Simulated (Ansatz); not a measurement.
CH$_{6}$OSSi$_{2}$ (`O=C([SiH3])[SiH2]S`). The species carries charge 0 and has multiplicity 1.

```xyz
11

O    -1.294   -0.814    0.858
C    -0.310   -0.285    0.386
Si    1.367   -0.415    1.351
Si   -0.445    0.651   -1.313
S    -2.455    0.400   -1.922
H     2.375    0.475    0.718
H     1.818   -1.827    1.270
H     1.130   -0.019    2.761
H    -0.055    2.068   -1.085
H     0.545    0.054   -2.249
H    -2.676   -0.290   -0.775
```

Give the diagnostics of a CCSD(T)/def2-TZVPP run (frozen core, Ansatz 0.2.0). (An estimate is asked.)

Ansatz gave: T1 = 0.0157, largest single amplitude 0.038, largest double 0.063, (T) share of the correlation energy 4.3 %, 10 CCSD cycles. The RHF solution is stable towards an unrestricted one. T1 lies under the customary mark of 0.02 for closed shells.
